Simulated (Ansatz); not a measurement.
`C=CC(=O)OC` + `C#CO` → `C#COC(=O)OC` + `C=C` at 400 K and 1 bar (substitution at a C–C bond).

Computed with Ansatz on PBE0-D4/def2-TZVP structures; ΔE is electronic, products minus reactants. CBS: MP2 limit from def2 TZ/QZ plus the TZ coupled-cluster correction, frozen cores. This one scheme is used for every species. Each species was taken in one conformer, which may not be the lowest.

| species | CCSD(T)/CBS energy (Eh) | H − E (kJ/mol) | S (J/(mol·K)) |
| --- | --- | --- | --- |
| `C=CC(=O)OC` | -306.14577 | 282.3 | 366.7 |
| `C#CO` | -152.38380 | 102.4 | 264.4 |
| `C#COC(=O)OC` | -380.03802 | 234.3 | 387.8 |
| `C=C` | -78.48111 | 149.4 | 232.7 |

H − E and S are ideal-gas, rigid-rotor, harmonic terms from PBE0-D4/def2-TZVP, for one conformer and one mirror image of each species. 1 Eh = 2625.50 kJ/mol, R = 8.31446 J/(mol·K).

Task: By hand: ΔE, ΔH, ΔS and ΔG.

Result: ΔE = (-380.03802) + (-78.48111) − (-306.14577) − (-152.38380) = 0.01044 Eh = 27.4 kJ/mol. Δ(H − E) = 234.3 + 149.4 − 282.3 − 102.4 = -1.0, so ΔH = 26.4 kJ/mol. ΔS = 387.8 + 232.7 − 366.7 − 264.4 = -10.6 J/(mol·K). ΔG = 26.4 − 400 × (-10.6)/1000 = 30.6 kJ/mol.

Task: By hand: the equilibrium constant, and the temperature at which ΔG would vanish if ΔH and ΔS stayed fixed.

Result: log₁₀ K = −ΔG/(RT ln 10) = -4.0. ΔH and −TΔS have one sign here, so there is no such temperature.

The number of gas molecules stays the same, so ΔS is small and ΔH decides. A doubt of 5 kJ/mol in ΔE shifts log₁₀ K by 0.7 here. Other conformers and mirror images would add mixing entropy, several J/(mol·K) or more a flexible species. These are equilibria of isolated gas molecules and say nothing of rates. Largest T1 diagnostic: 0.015 (customary marks: 0.02 for closed shells, 0.045 for open ones).

ΔS is within the doubt of such terms, so its sign, and with it that verdict, could turn.
